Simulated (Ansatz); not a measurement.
Frontier orbitals of AlH7OSi2 (`[AlH2][O][SiH2][SiH3]`).

```tsv
atom	x (Å)	y (Å)	z (Å)
Al1	-0.177	-2.676	0.178
O2	0.251	-1.124	-0.308
Si3	0.573	0.377	-0.849
Si4	-0.339	1.981	0.598
H5	-1.448	-3.338	-0.488
H6	0.716	-3.376	1.275
H7	2.047	0.575	-0.949
H8	0.006	0.565	-2.216
H9	0.243	1.852	1.963
H10	-0.058	3.353	0.091
H11	-1.815	1.811	0.705
```

The species carries charge 0 and has multiplicity 1. The structure was optimised at the PBE0-D4/def2-TZVP level. It is one conformer, not always the lowest. Basis def2-TZVPP, Ansatz 0.2.0.

```
             functional  HOMO (eV)  LUMO (eV)  gap (eV)
                    PBE      -6.68      -2.00      4.68
                 revPBE      -6.64      -1.90      4.74
                   BLYP      -6.56      -1.90      4.66
                   PBE0      -7.82      -1.22      6.60
                r2SCANh      -7.36      -1.37      5.99
HSE06 (plane-wave form)      -7.43      -1.59      5.84
                  BHLYP      -8.89      -0.47      8.42
                LC-ωPBE     -10.42       0.80     11.22
                ωB97M-V      -9.89       0.35     10.24
```

From PBE to PBE0 the HOMO moves by −1.14 eV and the LUMO by +0.78 eV, and with ωB97M-V by −3.21 and +2.35 eV, so the gap grows from 4.68 to 10.24 eV with exact exchange. A positive LUMO is unbound and depends on the basis.

LC-ωPBE has ω = 0.4 bohr⁻¹.
